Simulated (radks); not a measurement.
Spherical quantum dot in the effective-mass picture: electrons in a hard-walled sphere of radius 5.84, with a point charge +1 (a donor) at the centre, all in effective atomic units (hartree* = m*/eps^2 hartree, bohr* = eps/m* bohr), one dielectric constant everywhere. Calculated with a radial shooting solver with Libxc functionals: non-relativistic Kohn-Sham, LDA (Slater exchange, Perdew-Wang correlation), spin-polarised, spherical densities. Levels are named by radial order and angular momentum (1s, 1p, 1d, 2s, ...), and open shells are averaged over m. At N = 33 the configuration is 1s2 1p6 1d10 2s(up 1, down 0) 1f14. Does electron 34 go into 1g up or 1g down or 2s down?

Answer. Into 2s down. The total energies of the other choices lie higher by 0.0196 hartree* (1g up), 0.0201 hartree* (1g down).
